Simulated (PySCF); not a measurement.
Run record: geometry optimisation, `C[SiH2][C@H](F)[GeH3]`.

Method: PBE0-D3(BJ)/def2-SVP geometry optimisation, gas phase (PySCF 2.14.0). Start geometry: GFN2-xTB. The command runs a driver script over a list of jobs; the input below is this job's line of settings and its coordinates in Å.

Command:
```bash
OMP_NUM_THREADS=1 python probes_run.py task.json out
```

Input:
```
{"job": {"xc": "PBE0", "basis": "def2-SVP", "d3": "d3bj", "grid": 1, "shake": 0.01, "kind": "geom"}, "charge": 0, "multiplicity": 1}
C     -1.795120     0.837400     0.304600
Si    -1.077130    -0.845340    -0.074740
C      0.642720    -0.542920    -0.845020
F      1.240880    -1.775720    -1.213750
Ge     2.007660     0.288240     0.339620
H     -2.814310     0.769880     0.719720
H     -1.888170     1.465800    -0.598320
H     -1.190420     1.418570     1.007890
H     -1.868420    -1.572930    -1.041760
H     -0.910600    -1.636390     1.161080
H      0.573350     0.024400    -1.759550
H      2.149200    -0.479260     1.627000
H      3.318230     0.330440    -0.331650
H      1.604950     1.702760     0.697130
```

Output:
```
step   0  E = -2546.88085812  max force = 0.022690
step   1  E = -2546.88574343  max force = 0.009098
step   2  E = -2546.88621539  max force = 0.003570
step   3  E = -2546.88629541  max force = 0.000978
step   4  E = -2546.88631988  max force = 0.000654
step   5  E = -2546.88632531  max force = 0.000621
step   6  E = -2546.88632642  max force = 0.000369
optimisation converged
```

Energies in Eh; «max force» is the largest Cartesian gradient component in Eh/bohr.

Question: Give the first gradient maximum in eV/Å.

Answer: With 1 Eh/bohr = 51.422 eV/Å, 1.167 eV/Å.

In short: final energy -2546.88633 Eh after 6 steps; dipole 2.12 D.

Question: Where do the atoms end?

Answer: 0.055 Å rms from the input after alignment:
```
atom  x, y, z in Å
C1    -1.7675    0.8015    0.3760
Si2   -1.0863   -0.9174    0.0398
C3     0.6399   -0.7917   -0.7486
F4     1.0768   -2.0745   -1.0876
Ge5    2.0321    0.0104    0.4003
H6    -2.7808    0.7370    0.8012
H7    -1.8287    1.3914   -0.5518
H8    -1.1356    1.3506    1.0907
H9    -1.9764   -1.6696   -0.8971
H10   -0.9674   -1.6984    1.3092
H11    0.5788   -0.1934   -1.6771
H12    2.1649   -0.8267    1.6835
H13    3.3708    0.0118   -0.3579
H14    1.6419    1.4562    0.7664
```

Question: How long does this job take on one thread of an Arm Neoverse N1, no GPU, shared host with 64 logical CPUs at a one-minute load of 64? And the peak memory of the process?

Answer: About 92 s, with 0.53 GiB resident at the peak, the Python interpreter and its libraries included.
Labels such as C1 count atoms from 1, the log's own numbers from 0.
